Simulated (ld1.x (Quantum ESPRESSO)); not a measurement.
# Before and after: PAW potential for iron (Fe)

| Quantity | Value |
| --- | --- |
| Element | Fe |
| Generator | ld1.x (Quantum ESPRESSO) 7.5 |
| Type | PAW |
| Functional | PW91 |
| Relativity | scalar-relativistic |
| Frozen core | [Ar] |
| Valence charge | 8 |
| Reference configuration | 3d6 4s1.5 4p0 (charge +0.5) |
| Partial waves | 4s (bound): rcut 2.15, rcutus 2.30 bohr; 4s channel at 1.35 Ry: rcut 2.15, rcutus 2.30 bohr; 4p (bound, empty): rcut 2.60, rcutus 3.15 bohr; 4p channel at 4.2 Ry: rcut 2.60, rcutus 3.15 bohr; 3d (bound): rcut 1.15, rcutus 1.35 bohr; 3d channel at 0.3 Ry: rcut 1.15, rcutus 1.35 bohr |
| Local potential | all-electron potential smoothed inside 1.25 bohr (lloc = -1) |
| Core correction | a·sin(br)/r model core inside 1.00 bohr |
| Augmentation charge | BESSEL, radius 1.15 bohr |

Change: waves 3d (bound): rcut 0.96, rcutus 1.02 bohr; 3d channel at 0.3 Ry: rcut 0.96, rcutus 1.02 bohr.

Cutoffs: the cutoffs (Ry, on a coarse ladder) from which the occupation-weighted sum of valence levels, in a spherical-Bessel basis at the reference potential, stays within 10 and 1 mRy of its value at 400 Ry; they do not see the model core or the augmentation charge, which bear on the density cutoff. Errors are all-electron minus pseudo energies relative to the spin-unpolarised reference configuration.

Q: How do hardness, ghosts and transferability respond?

A: The potential gets harder (60 Ry and 100 Ry → 110 Ry and 180 Ry); both files keep a bound ghost (s); of the 7 tests that both files solve, the error grows in 3 and shrinks in 3 by more than 15 % and 0.3 meV (median size 17.7 → 29.1 meV). A smaller radius makes the pseudo-wave follow the all-electron one further in, where it bends more sharply, so more plane waves are needed.

| quantity | base | changed |
| --- | --- | --- |
| cutoff, loose | 60 Ry | 110 Ry |
| cutoff, tight | 100 Ry | 180 Ry |
| loose cutoff by channel (10 mRy a level) | s 6 Ry, d 50 Ry | s 6 Ry, d 90 Ry |
| bound ghosts | s | s |
| error for 3d6 4s2 4p0, meV [ΔE -3.51 eV] | +0.3 | +5.6 |
| error for 3d6 4s1 4p0, meV [ΔE 5.28 eV] | -0.3 | +4.7 |
| error for 3d6 4s0 4p0, meV [ΔE 21.53 eV] | +2.4 | +114 |
| error for 3d5 4s2 4p0, meV [ΔE 10.78 eV] | -169 | -105 |
| error for 3d4 4s0 4p0, meV [ΔE 109.07 eV] | -1664 | -1621 |
| error for 3d6.5 4s1.5 4p0, meV [ΔE -4.25 eV] | -18 | -15 |
| error for 3d7 4s1 4p0, meV [ΔE -4.32 eV] | -59 | -29 |
| s: phases at 3.40 bohr within 0.05 rad from the reference energy up to (Ry; the scan ends near 5) | to the end of the scan | to the end of the scan |
| p: phases at 3.40 bohr within 0.05 rad from the reference energy up to (Ry; the scan ends near 5) | 2.1 | 2.1 |
| d: phases at 3.40 bohr within 0.05 rad from the reference energy up to (Ry; the scan ends near 5) | to the end of the scan | to the end of the scan |
| lowest overlap eigenvalue by channel | s 0.30, p 0.24, d 0.99 | s 0.30, p 0.24, d 0.82 |

 A true bound ghost makes a file unfit for plane-wave use even where its test errors are small: the radial tests pick states by their node count and pass the ghost by.
